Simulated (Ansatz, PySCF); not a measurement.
Gas-phase reaction (SMILES): O[Si](O)(O)Cl [chloro(trihydroxy)silane] + O (H2O) -> O[Si](O)(O)O [silicic acid] + Cl (HCl); water cleaves one Si-Cl bond, a model of a ligand-exchange step.

Structures are relaxed separately at B3LYP-D3(BJ)/def2-TZVP in Ansatz (an electronic-structure program), one conformer each, not searched for the lowest. Valence correlation only, unless marked. Spin-orbit coupling is left out. Non-relativistic. Basis-set limits of correlation are two-point, X^-3; Hartree-Fock from the larger set. The bracket is a focal-point correction in the basis named. Thermal terms are rigid-rotor harmonic-oscillator values from B3LYP-D3(BJ) frequencies (Ansatz or PySCF) at 298.15 K and 1 atm. 1 Eh = 627.5095 kcal/mol.

```
species        E, RI-MP2/CBS(aug-cc-pV(T+d)Z,aug-cc-pV(Q+d)Z)+[CCSD(T)-MP2]/aug-cc-pV(T+d)Z (Ansatz) (Eh)  E, PBE-D3(BJ)/def2-TZVPD (Ansatz + dftd3) (Eh)  H - E (Eh)  G - E (Eh)
-------------  ------------------------------------------------------------------------------------------  ----------------------------------------------  ----------  ----------
O[Si](O)(O)Cl                                                                                  -976.40476                                      -976.95171     0.05273     0.01437
O (H2O)                                                                                         -76.37791                                       -76.38147     0.02495     0.00353
O[Si](O)(O)O                                                                                   -592.40587                                      -592.70290     0.06559     0.02711
Cl (HCl)                                                                                       -460.37874                                      -460.62865     0.01000    -0.01120
```

### Question
Work out ΔE and ΔH, ΔG, ΔS and the equilibrium constant at 298.15 K at the first level, then ΔH at the second.

### Answer

1. ΔE = [(-592.40587) + (-460.37874)] - [(-976.40476) + (-76.37791)] = -0.00194 Eh = -1.2 kcal/mol at RI-MP2/CBS(aug-cc-pV(T+d)Z,aug-cc-pV(Q+d)Z)+[CCSD(T)-MP2]/aug-cc-pV(T+d)Z.
2. The terms H - E add up to -0.00209 Eh, so ΔH = (-0.00194 + (-0.00209))×627.5095 = -2.5 kcal/mol.
3. The terms G - E add up to -0.00199 Eh, so ΔG = -2.5 kcal/mol, and ΔS = (-0.00209 - (-0.00199))×627509.5/298.15 = -0.2 cal/(mol K).
4. log10 K = -ΔG/(RT ln 10) = 1.8, with RT ln 10 = 1.3642 kcal/mol.
5. At PBE-D3(BJ)/def2-TZVPD the same steps give ΔE = 1.0 and ΔH = -0.3 kcal/mol, a shift of +2.2 from the first level.
6. These values are not checked against measurement here, since the tables used lack a sound gas-phase enthalpy of formation for at least one species.
